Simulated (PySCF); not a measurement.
**Mayer bond orders and bond lengths**

Compound: C₂H₈OSi.
Numbering: `[CH3:1][CH2:2][O:3][SiH3:4]` (hydrogens: H5, H6, H7 on C1; H8, H9 on C2; H10, H11, H12 on Si4)

Cartesian coordinates in Å at the GFN2-xTB level; atoms count from 1:
```xyz
12
C2H8OSi angstrom
C     -1.7169    0.7424    0.4115
C     -0.6681   -0.0926   -0.3079
O      0.5807    0.1016    0.2893
Si     2.0192   -0.5380   -0.0786
H     -2.6896    0.5938   -0.0494
H     -1.7698    0.4522    1.4575
H     -1.4538    1.7957    0.3588
H     -0.9354   -1.1560   -0.2614
H     -0.6171    0.1951   -1.3657
H      2.4247   -0.1979   -1.4469
H      1.9999   -2.0016    0.0235
H      2.8274    0.1046    0.9433
```

Bond orders from the PBE0/pcSseg-1 density (PySCF). One conformer (not necessarily the lowest) at the GFN2-xTB geometry, without solvent, vibrations or thermal averaging.

(1) Where do the orders between heavy atoms depart from those drawn in the SMILES?

(2) Set the Mayer orders of the bonds beside their lengths.

(3) Sum the orders of all bonds at each heavy atom with more than one neighbour and set the sums beside the valence in the SMILES.

Answers

(1) The largest departure is 0.117, at C2–O3 (drawn single, 0.883).

(2) 
| bond | drawn as | length (Å) | Mayer order |
| --- | --- | --- | --- |
| C1–C2 | single | 1.521 | 1.063 |
| C2–O3 | single | 1.398 | 0.883 |
| O3–Si4 | single | 1.617 | 0.985 |
| C1–H5 | single | 1.087 | 0.960 |
| C1–H6 | single | 1.087 | 0.966 |
| C1–H7 | single | 1.087 | 0.966 |
| C2–H8 | single | 1.097 | 0.949 |
| C2–H9 | single | 1.097 | 0.949 |
| Si4–H10 | single | 1.467 | 0.908 |
| Si4–H11 | single | 1.467 | 0.908 |
| Si4–H12 | single | 1.453 | 0.943 |

(3) C1 3.955 (drawn 4), C2 3.844 (drawn 4), O3 1.868 (drawn 2), Si4 3.744 (drawn 4). Orders between atoms that aren't bonded are not in these sums.

Mayer orders depend on the basis set.
